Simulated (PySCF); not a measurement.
Two species compared at the same levels of theory.

First species: C4H13NO2Si.
Atom-mapped SMILES: `[CH3:1][O:2][Si@:3]([NH2:4])([OH:5])[CH:6]([CH3:7])[CH3:8]` (hydrogens: H9, H10, H11 on C1; H12, H13 on N4; H14 on O5; H15 on C6; H16, H17, H18 on C7; H19, H20, H21 on C8)

Geometry (GFN2-xTB, Å), atoms numbered from 1 in this order:
```xyz
21
C4H13NO2Si angstrom
C      2.4556   -1.1366    0.5065
O      1.6872   -0.0898    1.0244
Si     0.5357    0.7542    0.2254
N      1.2228    1.5125   -1.1661
O      0.0282    1.8355    1.3383
C     -0.8892   -0.3714   -0.3742
C     -1.5452   -1.0962    0.8026
C     -1.9512    0.3956   -1.1599
H      3.1525   -1.4544    1.2828
H      3.0128   -0.8084   -0.3727
H      1.8224   -1.9802    0.2232
H      2.0946    2.0018   -1.0318
H      0.6159    2.0731   -1.7408
H      0.0180    1.5810    2.2575
H     -0.4796   -1.1351   -1.0438
H     -0.8097   -1.6625    1.3706
H     -2.3129   -1.7855    0.4514
H     -2.0155   -0.3790    1.4726
H     -2.3605    1.2021   -0.5557
H     -2.7672   -0.2660   -1.4493
H     -1.5236    0.8261   -2.0615
```

Second species: C5H12O3Si.
Atom-mapped SMILES: `[CH3:1][CH2:2][C@:3]([CH3:4])([O:5][SiH3:6])[C:7](=[O:8])[OH:9]` (hydrogens: H10, H11, H12 on C1; H13, H14 on C2; H15, H16, H17 on C4; H18, H19, H20 on Si6; H21 on O9)

Levels: PBE0/pcSseg-1 for dipole moment, HOMO energy, LUMO energy and HOMO–LUMO gap; GFN2-xTB for rotational constant A and rotational constant C. Geometries: GFN2-xTB. All species are isolated and taken at one optimised geometry, non-relativistic unless stated; the electronic structure was computed with PySCF and density fitting.

Dipoles, sizes and rotational constants follow the conformer. The torsions of the flexible species, by atom-mapped SMILES:
- `[CH3:1][O:2][Si@:3]([NH2:4])([OH:5])[CH:6]([CH3:7])[CH3:8]`: C1–O2–Si3–N4 -59°, O2–Si3–C6–C7 59°, H–N4–Si3–O2 -47°, H–N4–Si3–O2 -179°, H–O5–Si3–O2 -33°
- `[CH3:1][CH2:2][C@:3]([CH3:4])([O:5][SiH3:6])[C:7](=[O:8])[OH:9]`: C1–C2–C3–C4 -179°, C2–C3–O5–Si6 -126°, C2–C3–C7–O8 124°, H–O9–C7–C3 -179°

Values for the first species:

| Property | Result |
| --- | --- |
| Dipole moment | 0.80 D |
| HOMO energy | -7.56 eV |
| LUMO energy | 1.01 eV |
| HOMO–LUMO gap | 8.57 eV |
| Rotational constant A | 1.993 GHz |
| Rotational constant C | 1.143 GHz |

Question: Estimate the same properties for the second species, and the change in each.

Answer: 
```json
{"property": "dipole moment", "first": "0.80 D", "second": "3.06 D", "second less first": "+2.26 D"}
{"property": "HOMO energy", "first": "-7.56 eV", "second": "-7.98 eV", "second less first": "-0.42 eV"}
{"property": "LUMO energy", "first": "1.01 eV", "second": "-0.16 eV", "second less first": "-1.17 eV"}
{"property": "HOMO–LUMO gap", "first": "8.57 eV", "second": "7.82 eV", "second less first": "-0.75 eV"}
{"property": "rotational constant A", "first": "1.993 GHz", "second": "1.666 GHz", "second less first": "-0.327 GHz"}
{"property": "rotational constant C", "first": "1.143 GHz", "second": "1.060 GHz", "second less first": "-0.083 GHz"}
```

On the first: The dipole matches unit charges of opposite sign 0.17 Å apart (1 e·Å = 4.8032 D).

On the second: The dipole equals about 10.2 × 10⁻³⁰ C·m (1 D = 3.33564 × 10⁻³⁰ C·m).
